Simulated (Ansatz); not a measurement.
Species: Cl$_{2}$F$_{2}$Si, SMILES `F[Si](F)(Cl)Cl` (charge 0, multiplicity 1).

Give a relaxed geometry from PBE0-D3(BJ)/def2-TZVP in Ansatz (a first-principles code).

the end point of this relaxation (outside a Z-matrix the atoms follow the SMILES, hydrogens last).
Z-matrix (Å, degrees):
```
Si
F 1 1.5705
F 1 1.5705 2 107.68
Cl 1 2.0073 2 109.31 3 -118.65
Cl 1 2.0073 2 109.31 3 118.65
```
